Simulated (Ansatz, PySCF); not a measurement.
Species: C4H12OSi (charge 0, singlet). 
Geometry from a B3LYP-D3(BJ)/def2-TZVP (Ansatz, an electronic-structure program) optimisation:
SMILES: CO[Si](C)(C)C
```xyz
18

Si     0.2560     0.2742    -0.0278
C     -0.2847     1.1092     1.5617
C      1.6991    -0.8675     0.3327
C      0.7084     1.5351    -1.3257
O     -1.0038    -0.5867    -0.6767
C     -1.6632    -1.6531    -0.0259
H     -1.1417     1.7643     1.3902
H      0.5242     1.7176     1.9739
H     -0.5665     0.3810     2.3259
H      2.5523    -0.3033     0.7175
H      2.0232    -1.3893    -0.5704
H      1.4422    -1.6206     1.0815
H      1.5392     2.1608    -0.9909
H      1.0070     1.0472    -2.2557
H     -0.1382     2.1884    -1.5462
H     -2.1298    -1.3286     0.9106
H     -2.4457    -2.0275    -0.6868
H     -0.9769    -2.4774     0.1964
```

Total electronic energies in hartree. Cores are frozen in the correlated levels unless marked. No spin-orbit coupling. No relativistic terms. Basis-set limits of correlation are two-point, X^-3; Hartree-Fock from the larger set. [CCSD(T)-MP2]/basis is that difference in the basis named.

```
level                                                                 program  energy (Eh)
-------------------------------------------------------------  --------------  -----------
r2SCAN-D4/def2-TZVPD                                           Ansatz + dftd4   -524.38001
B3LYP-D3(BJ)/def2-TZVPD                                        Ansatz + dftd3   -524.59979
TPSSh/def2-TZVPD                                                        PySCF          [?]
CAM-B3LYP-D3(BJ)/def2-TZVPD                                    Ansatz + dftd3          [?]
B2PLYP/def2-TZVPD                                                      Ansatz          [?]
SCS-MP2/STO-3G                                                         Ansatz   -516.44898
SCS-MP2/cc-pV(D+d)Z                                                    Ansatz   -523.20554
CCSD/6-31G*                                                            Ansatz   -523.15708
RI-MP2/CBS(cc-pV(T+d)Z,cc-pV(Q+d)Z)+[CCSD(T)-MP2]/cc-pV(D+d)Z          Ansatz    -523.7584
```

### Question
Some entries are withheld; supply them.

### Answer

- TPSSh/def2-TZVPD, energy (Eh): -524.57547
- CAM-B3LYP-D3(BJ)/def2-TZVPD, energy (Eh): -524.44095
- B2PLYP/def2-TZVPD, energy (Eh): -524.20661
